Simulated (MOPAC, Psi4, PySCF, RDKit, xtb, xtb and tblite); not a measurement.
Two geometries of SMILES OCS (CH4OS), singlet, relaxed at GFN2-xTB with one dihedral held; other torsions can differ between them too.

Structure A

```
7

O     -0.8974     0.7545     0.4988
C     -0.3296    -0.3978     0.0127
S      1.3722    -0.0794    -0.6744
H     -0.9983     1.4016    -0.2107
H     -0.9113    -0.8559    -0.7970
H     -0.2253    -1.0894     0.8497
H      1.5970    -1.3396    -1.0309
```

Structure B

```
7

O     -0.8868     0.7475     0.5023
C     -0.3050    -0.4022     0.0107
S      1.3635    -0.1149    -0.7209
H     -1.0428     1.3736    -0.2160
H     -0.8813    -0.8699    -0.7950
H     -0.1950    -1.0954     0.8447
H      1.9181     0.3563     0.3917
```

Problem. Which is lower in energy at the level DF-MP2 (frozen core)/cc-pVTZ // GFN2-xTB (Psi4), and by how much?

Solution. B is lower, by 3.37 kcal/mol (dihedral O1–C2–S3–H7: 180° in A, 60° in B).

E(B) − E(A) in kcal/mol at the other levels, on the same two geometries: GFN2-xTB (xtb and tblite) -2.68; MMFF94 // GFN2-xTB (RDKit) -1.26; PBE/def2-TZVP // GFN2-xTB (Psi4) -3.60; PBE-D3(BJ)/def2-TZVP // GFN2-xTB (Psi4) -3.62; M06-2X/def2-TZVP // GFN2-xTB (Psi4) -3.43; HF/cc-pVTZ // GFN2-xTB (Psi4) -2.86; UFF // GFN2-xTB (RDKit) 0.12; PM6, restricted, heats of formation // GFN2-xTB (MOPAC) -2.79; PM3, restricted, heats of formation // GFN2-xTB (MOPAC) -2.95; GFN1-xTB // GFN2-xTB (xtb) -3.22; restricted B3LYP/6-31G*, spherical d // GFN2-xTB (PySCF) -3.41; restricted MP2 (frozen core)/3-21G // GFN2-xTB (PySCF) -3.75; restricted Hartree-Fock/6-31G*, spherical d // GFN2-xTB (PySCF) -3.19; restricted B3LYP/LANL2DZ, with its core potentials past Ne // GFN2-xTB (PySCF) -4.23.
